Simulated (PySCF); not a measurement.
RuO4, SMILES [O]=[Ru](=[O])(=[O])=[O], multiplicity 1.

The structure is a stationary point at r2SCAN-D4/def2-SVP. The spin state was assumed, not searched. The isomer is the one that the SMILES or the coordinates give; other isomers of the formula were not compared. The def2 effective core potentials stand for the cores of Ru; spin–orbit coupling is left out.

The numbers are results of PBE0/def2-TZVPD run with PySCF, not measurements.

Isolated molecule, no solvent.

| Property | Result |
|---|---|
| total energy | -395.52919 hartree |
| point group | Td |
| highest occupied level | -10.45 eV |
| lowest empty level | -5.22 eV |
| orbital gap | 5.24 eV |
| dipole moment | 0.00 D |
| quadrupole, principal values (traceless, Buckingham form, about the centre of nuclear charge) | 0.00, 0.00, 0.00 D·Å |
| mean static polarisability | 49.7 bohr³ (7.36 Å³) |
| polarisability, principal values | 49.7, 49.7, 49.7 bohr³ |
